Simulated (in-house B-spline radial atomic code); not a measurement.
Cd2+ is squeezed into an impenetrable sphere of radius R (the orbitals vanish at R). No spin polarisation. Caution: exact exchange at fractional occupations of open shells leaves self-interaction of up to several eV. Computed with a radial B-spline atomic code at the basis-set limit: non-relativistic B3LYP, spherical fractional occupations, point nucleus.

Energies in eV above the free ion in [Kr] 4d10:

```
R (bohr)  highest level (eV)  [Kr] 4d10  [Ar] 3d10 4s2 4p5 4d10 4f1  [Ar] 3d9 4s2 4p6 4d10 4f1  -dE/dV in [Kr] 4d10 (GPa)
    8.43               -32.7          0                       88.68                      438.6                   1.49e-05
     5.8               -32.7    0.00603                       91.62                      441.6                     0.0412
    4.98               -32.6    0.05241                       94.06                      444.1                      0.473
    4.49               -32.5     0.1861                       96.31                      446.4                       2.04
    3.62               -31.5      1.696                       103.4                      453.4                       28.1
    2.99               -28.5      8.394                       116.5                      465.7                        208
    2.43               -20.2      37.05                       153.9                      500.1                       1490
    2.18               -11.9      75.13                       197.7                      540.8                       3970
    1.92                3.49      163.6                         294                      631.9                      11900
     1.3                 130       1317                        1470                       1798                     246000
```

Problem. Does [Ar] 3d10 4s2 4p5 4d10 4f1 fall below [Kr] 4d10 under compression?

Solution. No, it stays above over the whole range.

Problem. Does [Ar] 3d9 4s2 4p6 4d10 4f1 fall below [Kr] 4d10 under compression?

Solution. No, it stays above over the whole range.

The highest level is first positive in the row R = 1.92 bohr, pushed up by confinement above the zero of the free ion's potential. Each configuration is held fixed and needn't be the lowest in the sphere.
